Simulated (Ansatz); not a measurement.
The cluster CaI₂⁻. The state is a doublet with charge -1. Geometry relaxed at r2SCAN-D4/def2-TZVPD.

Cartesian coordinates in Å:
```
Ca 0.462 -0.659 0.355
I 1.492 0.471 -2.162
I -1.954 0.188 1.807
```

In the def2 sets I takes a core potential; there is no spin–orbit coupling. The structure comes from a short search, and lower isomers may exist.

Problem. Estimate the harmonic wavenumbers at UKS r2SCAN-D4/def2-TZVPD (Ansatz, unscaled). Is this a minimum?

Solution. 32, 151, 225 cm⁻¹. Yes, no mode is imaginary beyond noise. Zero-point energy 2.4 kJ/mol. Hardware: 4 threads of Arm Neoverse V1 on a shared host. Wall time 51 s.
